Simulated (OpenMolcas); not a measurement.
An OpenMolcas run meant for Pm4+ (ANO-RCC-VTZP, DKH4; inactive shells 1s 2s 2p 3s 3p 3d 4s 4p 4d 5s 5p; intended active space 3 electrons in 7 orbitals (4f)). One step of its input:

```
&RASSCF
FileOrb=start.orb
Symmetry=2
Spin=4
nActEl=4 0 0
Inactive=15 12
Ras2=0 7
CIRoot=35 35 1
SDav=35
CIMx=300
Iter=74 100
PrWF=0.3
OrbListing=Nothing
MaxOrb=0
Atom
>>> COPY $Project.JobIph JOB001
```

Lines from the output:

```
--- SEWARD ---
Basis set label: PM.ANO-RCC...8S7P5D3F2G1H.

      Electronic valence basis set:
      ------------------
      Associated Effective Charge  61.000000 au
      Associated Actual Charge     61.000000 au
      Nuclear Model: Point charge

      Shell  nPrim  nBasis  Cartesian Spherical Contaminant
         s      25       8        X
         p      22       7        X
         d      15       5                 X
         f      11       3                 X
         g       4       2                 X
         h       2       1                 X
Relativistic=R04O02
                  Relativistic Douglas-Kroll-Hess integrals:
                    - DKH order of Hamiltonian: 4
                    - DKH order of Properties : 2
--- RASSCF ---

 Nr of active orbitals     NAC=   7
 Spin degeneracy         ISPIN=   4
 There can be no such wave function.
 ************************************************
--- Stop Module: rasscf at  /rc=_RC_INPUT_ERROR_ ---
.####################.
.# User input error #.
.####################.
```

**Question.** What is wrong with the input?

**Answer.** nActEl holds one electron too many for this ion, which clashes with the multiplicity.
